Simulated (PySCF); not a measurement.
ClH6NSi3, SMILES Cl[SiH]1[SiH2]N[SiH2]1. Coordinates come from a PBE-D3(BJ)/def2-SVP optimisation. This is a generated structure with no PubChem entry under its InChIKey; it may be hypothetical.

Computed equilibrium geometry at PBE-D3(BJ)/def2-SVP (PySCF confirms it by a frequency run) as a Z-matrix, and its point group:
point group Cs.
```
N
H 1 1.0252
Si 1 1.7717 2 124.46
Si 1 1.7717 2 124.46 3 -178.35
H 3 1.5090 1 114.67 2 -65.69
H 4 1.5090 1 114.67 2 65.69
H 3 1.5102 5 107.28 1 -126.72
H 4 1.5102 6 107.28 1 126.72
Si 3 2.3641 5 116.05 7 -135.03
H 9 1.5037 3 118.34 5 132.23
Cl 9 2.0922 10 108.24 3 135.42
```
Charge 0, spin multiplicity 1.
